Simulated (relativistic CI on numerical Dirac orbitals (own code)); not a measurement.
Ligand-field terms of d3

Computed with a parametric ligand-field model of a d^n configuration (Racah B and C, spin-orbit zeta, crystal field), exact diagonalisation.

Field parameters in Wybourne normalisation: Oh B⁴₀ = 21Dq, B⁴₄ = √(5/14) B⁴₀; Td as Oh with Dq negative (B⁴₀ = 21Dq, B⁴₄ = √(5/14) B⁴₀). The field is a parameter set, without covalency.

Q: Lowest levels for B = 580, C = 2190, ζ = 1150 cm⁻¹, Td, 10Dq = -8300 cm⁻¹?

A: Γ8 0 (S 1.40), Γ7 790 (S 1.50), Γ8 1886 (S 1.48), Γ6 2771 (S 1.49), Γ8 4353 (S 0.69), Γ8 8033 (S 1.37), Γ7 8248 (S 1.40), Γ6 8933 (S 1.33), Γ8 9371 (S 1.41) cm⁻¹, with S from ⟨S²⟩ = S(S + 1). The ground level has 2.03 electrons in the cubic e pair; its S is far from a half-integer, so spin-orbit coupling mixes spin states.

Q: Lowest levels for B = 550, C = 2040, ζ = 120 cm⁻¹, Oh, 10Dq = 29600 cm⁻¹?

A: Γ8 0 (S 1.50), Γ8 10474 (S 0.50), Γ8 10849 (S 0.50), Γ6 10869 (S 0.50), Γ8 16846 (S 0.50), Γ7 16891 (S 0.50), Γ7 29551 (S 1.50), Γ8 29581 (S 1.50), Γ8 29631 (S 1.50) cm⁻¹, with S from ⟨S²⟩ = S(S + 1). The ground level has 0.00 electrons in the cubic e pair.

Q: Lowest levels for B = 1010, C = 4410, ζ = 460 cm⁻¹, Oh, 10Dq = 36600 cm⁻¹?

A: Γ8 0 (S 1.50), Γ8 20941 (S 0.50), Γ8 21724 (S 0.50), Γ6 21832 (S 0.50), Γ8 32629 (S 0.51), Γ7 32844 (S 0.51), Γ7 36430 (S 1.50), Γ8 36557 (S 1.50), Γ8 36731 (S 1.50) cm⁻¹, with S from ⟨S²⟩ = S(S + 1). The ground level has 0.00 electrons in the cubic e pair.

Q: Lowest levels for B = 580, C = 2860, ζ = 50 cm⁻¹, Oh, 10Dq = 36350 cm⁻¹?

A: Γ8 0 (S 1.50), Γ8 13249 (S 0.50), Γ8 13600 (S 0.50), Γ6 13607 (S 0.50), Γ8 21253 (S 0.50), Γ7 21271 (S 0.50), Γ7 36329 (S 1.50), Γ8 36342 (S 1.50), Γ8 36363 (S 1.50) cm⁻¹, with S from ⟨S²⟩ = S(S + 1). The ground level has 0.00 electrons in the cubic e pair.

Q: Lowest levels for B = 580, C = 2900, ζ = 90 cm⁻¹, Oh, 10Dq = 27550 cm⁻¹?

A: Γ8 0 (S 1.50), Γ8 13263 (S 0.50), Γ8 13663 (S 0.50), Γ6 13679 (S 0.50), Γ8 20934 (S 0.50), Γ7 20973 (S 0.50), Γ7 27513 (S 1.50), Γ8 27536 (S 1.50), Γ8 27573 (S 1.50) cm⁻¹, with S from ⟨S²⟩ = S(S + 1). The ground level has 0.00 electrons in the cubic e pair.
